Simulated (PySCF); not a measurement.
**Field gradients at the hydrogen positions**

Species: CH10N2OSi2.
Z-matrix (Å and degrees, GFN2-xTB geometry), rows numbered from 1:
```
C 
N   1  1.4431
Si  2  1.7219  1  121.17
O   3  1.6212  2  109.90  1   -49.70
N   3  1.7315  2  104.04  1  -169.66
Si  5  1.7241  3  125.92  2   172.86
H   1  1.0924  2  110.14  3   154.41
H   1  1.0957  2  112.78  3   -84.26
H   1  1.0870  2  108.36  3    35.37
H   2  1.0081  1  111.21  3   145.37
H   3  1.4612  2  117.63  1    63.71
H   4  0.9541  3  119.51  2   -63.24
H   5  1.0054  3  115.69  2   -26.24
H   6  1.4606  5  107.52  3   -47.72
H   6  1.4686  5  112.29  3    73.07
H   6  1.4655  5  105.42  3  -167.03
```

Level: PBE0/pcSseg-1 (PySCF, non-relativistic); Q(2H) = 0.00286 b; rigid geometry, the same for H and D, with no vibrational averaging.

Question: Rank these positions by the coupling χzz of a deuteron there, largest first.
A. H10 (N–H hydrogen)
B. H9 (methyl hydrogen)
C. H14 (Si–H hydrogen)
D. H8 (methyl hydrogen)
E. H12 (hydroxyl hydrogen)
F. H13 (N–H hydrogen)

Answer: E (343 kHz), F (297 kHz), A (286 kHz), B (207 kHz), D (199 kHz), C (109 kHz).

Question: What are Vzz, η and χzz (234.96 MHz × Q × Vzz) at all hydrogens?

Answer: 
```
atom  bonded to  bond length (Å)  Vzz (au)     η  χzz (kHz)
  H7         C1            1.092    0.3031  0.05        204
  H8         C1            1.096    0.2958  0.05        199
  H9         C1            1.087    0.3074  0.06        207
 H10         N2            1.008    0.4249  0.18        286
 H11        Si3            1.461    0.1597  0.02        107
 H12         O4            0.954    0.5104  0.05        343
 H13         N5            1.005    0.4415  0.15        297
 H14        Si6            1.461    0.1629  0.03        109
 H15        Si6            1.469    0.1570  0.02        105
 H16        Si6            1.466    0.1599  0.04        107
```

Question: Average by the element that carries the hydrogen.

Answer: on C: 203 kHz over 3 positions, mean bond length 1.092 Å; on N: 291 kHz over 2 positions, mean bond length 1.007 Å; on Si: 107 kHz over 4 positions, mean bond length 1.464 Å; on O: 343 kHz over 1 position, mean bond length 0.954 Å.

Question: Give the 2H NMR doublet splittings at H10 for a magnetic field along the z, y and x axes of the gradient: 3χ/2, 3χ(1 + η)/4, 3χ(1 − η)/4.

Answer: With |χ| = 285.5 kHz and η = 0.182: 428, 253 and 175 kHz, to first order and without motion.

Geometry: GFN2-xTB, one conformer, isolated molecule. GFN2-xTB bond lengths can be off by several hundredths of an ångström, more for odd bonds, and the gradients follow them. These gradients aren't converged with respect to the basis.
